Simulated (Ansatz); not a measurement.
(H2Al-mu-Cl)2 (Al₂H₄Cl₂). The state is a triplet with charge 0. Geometry r2SCAN-D4/def2-SVP, that of the neutral singlet; atoms count from 1.

```xyz
8

Al    0.9041    1.2382   -0.6040
H     0.1180    2.3760   -1.3587
H     2.4573    1.1435   -0.3574
Cl    0.1697   -0.8129   -1.4124
Al   -0.9039   -1.2384    0.6041
H    -0.1082   -2.3708    1.3569
H    -2.4584   -1.1533    0.3629
Cl   -0.1787    0.8176    1.4086
```

At PBE0-D4/def2-TZVP a singlet of charge 0 lies 6.00 eV below the triplet at the same geometry.

Problem. Estimate the Mulliken populations from the PBE0/def2-TZVP orbitals of Ansatz.

Solution. 
```json
{"atom": "Al1", "charge (e)": "0.03", "spin (α − β)": "0.78"}
{"atom": "H2", "charge (e)": "0.04", "spin (α − β)": "0.23"}
{"atom": "H3", "charge (e)": "0.04", "spin (α − β)": "0.23"}
{"atom": "Cl4", "charge (e)": "-0.12", "spin (α − β)": "0.09"}
{"atom": "Al5", "charge (e)": "0.22", "spin (α − β)": "0.37"}
{"atom": "H6", "charge (e)": "-0.04", "spin (α − β)": "0.11"}
{"atom": "H7", "charge (e)": "-0.04", "spin (α − β)": "0.11"}
{"atom": "Cl8", "charge (e)": "-0.12", "spin (α − β)": "0.09"}
```
Mulliken values and Mayer orders depend strongly on the basis.

Problem. Where does the spin sit?

Solution. Summed by element: Al 1.15, H 0.68, Cl 0.18, of 2 unpaired in all. Largest on single atoms: Al1 0.78, Al5 0.37, H3 0.23.

Problem. And the Mayer bond orders between bonded heavy atoms (over 0.3)?

Solution. Al1–Cl4 0.68 (2.32 Å); Al1–Cl8 0.68 (2.32 Å); Cl4–Al5 0.67 (2.32 Å); Al5–Cl8 0.67 (2.32 Å). Values over 0.3 also appear between atoms too far apart for a bond (Al1–Al5 0.41 at 3.30 Å); they arise where an orbital or an unpaired electron spreads over both atoms.
